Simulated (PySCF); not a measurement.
Vertical excitations of a molecule C3H9FSi from TDDFT-B3LYP/def2-SVPD in PySCF 2.14.0, as energy in eV (oscillator strength): 7.72 (0.071), 7.72 (0.071), 8.60 (0.018), 8.60 (0.018), 8.76 (0.030), 8.76 (0.030), 8.78 (0.012), 8.79 (0.000), 9.37 (0.007), 9.37 (0.007). Lowest triplet (TDA): 7.56 eV. The structure is a stationary point at B3LYP-D3(BJ)/def2-SVP. The values are those of a single conformer.

Which molecule gave these data?
(A) CC(C)(F)[SiH3]
(B) C[C@H](F)C[SiH3]
(C) C[Si](C)(C)F
(D) C[SiH2][C@@H](C)F

C, C[Si](C)(C)F
